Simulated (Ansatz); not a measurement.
Ansatz (an electronic-structure program) input (HSE06/def2-TZVPD):

Ansatz 0.2 input:
```yaml
crystal:
  periodic: [false, false, false]
  atoms:
    - {symbol: C, position_ang: [2.01962942, 0.03654930, -0.25219718]}
    - {symbol: C, position_ang: [0.84107937, -0.24744500, 0.00776197]}
    - {symbol: C, position_ang: [-0.56243470, -0.49639828, 0.27901808]}
    - {symbol: O, position_ang: [-1.41500704, 0.62914212, -0.10445646]}
    - {symbol: H, position_ang: [-0.75143795, -0.68065096, 1.34701849]}
    - {symbol: H, position_ang: [-0.94041737, -1.37362502, -0.26678270]}
    - {symbol: H, position_ang: [-0.77773291, 1.26490288, -0.45208132]}
basis:
  gaussian:
    orbitals: def2-TZVPD
hamiltonian:
  xc: {name: HSE06}
total_charge: -1
output: {forces: true}
```

Output:

```
Functional definition: HSE06
integrals: 0.08 GiB planned
859 factors; their error is unknown
integrals: 0.11 GiB planned
105 factors; integrals over basis functions are off by at most 1.4e-6 eV
mean field: 0.80 GiB planned
mean field evaluation 1: about -5195.1225 eV, gradient 4.2e1 eV
mean field evaluation 2: about -5141.9282 eV, gradient 9.6e1 eV
mean field evaluation 4: about -5199.4735 eV, gradient 1.3e1 eV
mean field evaluation 8: about -5200.0520 eV, gradient 2.9e-1 eV
mean field evaluation 16: about -5200.0547 eV, gradient 1.6e-4 eV
mean field -5200.05465751 eV, -191.0984839398 hartree, gradient 1.8e-5 eV, S^2 0.000000; 0 other end points of the search recorded, 0 dependent functions left out
the calculation of the forces begins
reference -5200.05470261 eV, -191.0984855972 hartree; 15, 15 occupied and 163, 163 virtual orbitals, 859 factors
Total energy: -5200.05470261 eV, -191.0984855972 hartree
Atom 0 at     2.019629     0.036549    -0.252197 Å, force     0.123898     0.030783    -0.027727 eV/Å
Atom 1 at     0.841079    -0.247445     0.007762 Å, force    -0.236071    -0.030962     0.040939 eV/Å
Atom 2 at    -0.562435    -0.496398     0.279018 Å, force    -0.142686     0.282414    -0.104561 eV/Å
Atom 3 at    -1.415007     0.629142    -0.104456 Å, force     0.281009    -0.206515     0.055772 eV/Å
Atom 4 at    -0.751438    -0.680651     1.347018 Å, force     0.012397     0.007792     0.011932 eV/Å
Atom 5 at    -0.940417    -1.373625    -0.266783 Å, force     0.009127    -0.004200    -0.015995 eV/Å
Atom 6 at    -0.777733     1.264903    -0.452081 Å, force    -0.047674    -0.079313     0.039640 eV/Å
Dipole moment:    -1.351679    -0.110132     0.205575 e Å
```

It need not be the lowest isomer of its formula. Whether it binds its extra electron was not tested at this geometry.
